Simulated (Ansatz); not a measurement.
Isolated molecules relaxed with PBE0-D4/def2-TZVP in Ansatz; ΔE leaves out vibrations. CBS: MP2 limit from def2 TZ/QZ plus the TZ coupled-cluster correction, frozen cores. This one scheme is used for every species. Functionals use def2-TZVPP. For Ga outer-core shells are correlated without core-valence functions, which leaves a few kJ/mol of doubt a bond. Scalar relativity is left out up to krypton. Each species was taken in one conformer, which may not be the lowest.

`[NH2][Ga]([SH])[SiH2]F` + H₂O → `[OH][Ga]([SH])[SiH2]F` + NH₃  (formal hydrolysis of a Ga–N bond)

| level | ΔE (kJ/mol) |
| --- | --- |
| r2SCAN0 | -17.7 |
| LC-ωPBE | -15.0 |
| RPA@PBE/def2-TZVPP | -18.1 |
| CCSD/def2-TZVPP | -16.4 |

Task: What does CCSD(T)/CBS give? (An estimate is asked.)

Result: Computed: -12.1 kJ/mol. The listed levels differ from it by -5.6, -2.9, -6.0, -4.3 kJ/mol.

Largest T1 diagnostic among the species: 0.014.

From PBE to PBE0 (25 % exact exchange), in def2-TZVPP and without D4, ΔE moves by +3.7 kJ/mol. Leaving LDA and LC-ωPBE aside and taking each functional with its dispersion term where it has one, the values, not all of them listed here, spread over 9.9 kJ/mol, from B97M-V to PBE0-D4. LDA lies +7.6 kJ/mol from PBE without D4. In def2-TZVPP, CCSD(T) changes the Hartree–Fock value by +4.9 kJ/mol (the triples alone add −0.3 kJ/mol) and MP2 by +5.9 kJ/mol.
